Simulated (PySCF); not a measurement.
`c1ccn([C@H]2[C@H]3C=C[C@@H]2C=C3)c1`. Theory: PBE0-D3(BJ)/def2-SVP geometry optimisation, gas phase (PySCF).

```
atom  x, y, z in Å
C1     2.8102   -1.5456   -1.1347
C2     3.0673   -0.1588   -0.9727
C3     1.9568    0.3914   -0.3674
N4     1.0406   -0.6039   -0.1587
C5    -0.2334   -0.4718    0.5027
C6    -0.8674    0.9428    0.4694
C7    -1.1241    1.0571   -1.0393
C8    -1.4710   -0.1582   -1.4690
C9    -1.4466   -1.0904   -0.2542
C10   -2.5386   -0.6321    0.7121
C11   -2.1920    0.5839    1.1461
C12    1.5526   -1.7862   -0.6212
H13    3.4682   -2.2878   -1.5824
H14    3.9621    0.3830   -1.2728
H15    1.7504    1.4166   -0.0726
H16   -0.1640   -0.8606    1.5318
H17   -0.3048    1.7612    0.9357
H18   -1.0627    1.9820   -1.6124
H19   -1.7537   -0.4595   -2.4773
H20   -1.4120   -2.1659   -0.4677
H21   -3.4405   -1.1981    0.9468
H22   -2.7451    1.2434    1.8153
H23    0.9834   -2.7099   -0.5463
```

(1) What is the longest distance between nuclei?

(2) What is the repulsion energy of the bare nuclei, Σ ZA·ZB/RAB?

(3) Work out the bond lengths C1–C2, N4–C5, C5–C6, C7=C8, C7–H18, C9–C10 in bohr.

(4) Where is the centre of mass (commonest isotopes), and what is the radius of gyration?

(5) How far apart are these pairs, which share no bond: C1···H16, C2···C6, C3···C10, N4···H14?

Results:

(1) H13···H22, 7.91 Å; the next longest distance is 7.89 Å.

(2) 673.57 Eh over 253 pairs, with full nuclear charges and distances in bohr; the largest single term is 16.24 Eh (C3 with N4, or a pair equal to it).

(3) For C1–C2 the difference vector is (0.2571, 1.3868, 0.1621) Å, of length 1.4197 Å. 1 bohr = 0.529177 Å. C1–C2 2.683; N4–C5 2.724; C5–C6 2.930; C7=C8 2.523; C7–H18 2.059; C9–C10 2.888 bohr.

(4) Mass 157.089 u; centre at (0.051, -0.291, -0.263) Å; Rg = √(Σ m r²/M) = 2.283 Å. As Ia + Ib + Ic = 2 Σ m r², the three principal moments sum to 1636.8 u·Å².

(5) C1···H16 4.053 Å (4 bonds apart); C2···C6 4.333 Å (4 bonds apart); C3···C10 4.735 Å (4 bonds apart); N4···H14 3.279 Å (3 bonds apart).

Stationary, but not proved a minimum. One conformer, not necessarily the lowest.
